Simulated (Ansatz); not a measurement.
Basis-set extrapolation for CH$_{4}$BF$_{2}$NO (PBE0-D4/def2-TZVP geometry, frozen core, Ansatz 0.2.0). Multiplicity 1, RHF reference.

```
                      def2-TZVPP   def2-QZVPP
                 HF  -393.344498  -393.361882
    MP2 correlation    -1.204282    -1.304933
CCSD(T) correlation    -1.268690      not run
```

Energies in hartree. Use E(X) = E(∞) + A·exp(−7.88·√X) for Hartree–Fock and E(X) = E(∞) + B·X^(−2.97) for correlation, with X = 3 and 4, and add CCSD(T) minus MP2 of the smaller set to the MP2 limit.

Q: What is the CCSD(T) energy at the basis-set limit?

A: HF limit: -393.361882 + (-0.017384) × 0.13774 = -393.36428. MP2 limit: -1.304933 + (-0.100651) × 0.74074 = -1.37949. Higher-order term: -1.268690 − (-1.204282) = -0.06441. Total: -394.80818 hartree, 512.0 kJ/mol below CCSD(T)/def2-TZVPP.
